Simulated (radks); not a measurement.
Results of a calculation; reference values are marked as such.
Question: The technetium ion Tc+ is in [Kr] 4d5 5s1. Level of theory: scalar-relativistic Kohn-Sham, LDA (Slater exchange, Perdew-Wang correlation), spin-polarised, spherical densities, finite nucleus; Fermi nuclear charge, rms radius of each element as measured or else 0.836 A^(1/3) + 0.57 fm (a radial shooting solver on a logarithmic mesh with Libxc functionals). Open shells are filled with parallel spins first. One electron is removed from 4d, 5s, 4s, 4p in turn, with full relaxation. Which removal costs least, and what does each cost?

Answer: 5s 15.890 eV; 4d 21.083 eV; 4p 57.205 eV; 4s 85.681 eV. The 5s electron leaves first.
